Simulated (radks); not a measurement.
Problem. These are the eigenvalues of the occupied orbitals of an atom or ion with whole-number occupations (eV). Calculated with a radial shooting solver on a logarithmic mesh with Libxc functionals: Dirac Kohn-Sham, relativistic LDA (MacDonald-Vosko exchange, VWN5 correlation), spin-unpolarised, spherical densities, finite nucleus; Fermi nuclear charge, rms radius of each element as measured or else 0.836 A^(1/3) + 0.57 fm.

| orbital | eigenvalue |
|---|---|
| 1s1/2 | -14949.88 |
| 2s1/2 | -1999.071 |
| 2p1/2 | -1816.397 |
| 2p3/2 | -1756.073 |
| 3s1/2 | -296.1319 |
| 3p1/2 | -230.3158 |
| 3p3/2 | -221.2267 |
| 3d3/2 | -105.1531 |
| 3d5/2 | -103.6036 |
| 4s1/2 | -31.9001 |
| 4p1/2 | -16.6400 |
| 4p3/2 | -15.7459 |
| 5s1/2 | -2.3593 |

Which element is it, and in what charge state? The configuration may be excited. Open shells, if any, fill j = l - 1/2 first.

Solution. Z = 37, rubidium, charge 0: Rb in [Kr] 5s1. The list shows which subshells hold electrons but not how many an open one holds; the 1s level, -549.4 hartree, gives Z - s = 33.1 by -(Z - s)^2/2, which with screening and relativity narrows Z to a few neighbours, and the depths of the outer levels then fix element, charge and occupations together.
